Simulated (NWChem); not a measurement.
System: CH₅B; SMILES CB

All runs: NWChem. The geometry was optimised at B3LYP/6-31G* (spherical d). Vertical excitations in the gas phase; the lowest state need not have the same character in each row.

| level | lowest excitation, singlet (eV) | oscillator strength of that lowest state | orbital gap (eV) |
|---|---|---|---|
| PBE/def2-SVPD, full TDDFT | 5.45 | 0.000 | 5.27 |
| B3LYP/def2-SVPD, full TDDFT | 5.79 | 0.000 | 7.33 |
| PBE0/def2-SVPD, full TDDFT | 5.79 | 0.000 | 7.76 |
| LDA (Slater exchange, VWN5)/def2-SVPD, full TDDFT | … | 0.000 | … |

Problem. Some entries are withheld; supply them.

Solution. 
- LDA (Slater exchange, VWN5)/def2-SVPD, full TDDFT, lowest excitation, singlet (eV): 5.21
- LDA (Slater exchange, VWN5)/def2-SVPD, full TDDFT, orbital gap (eV): 4.97
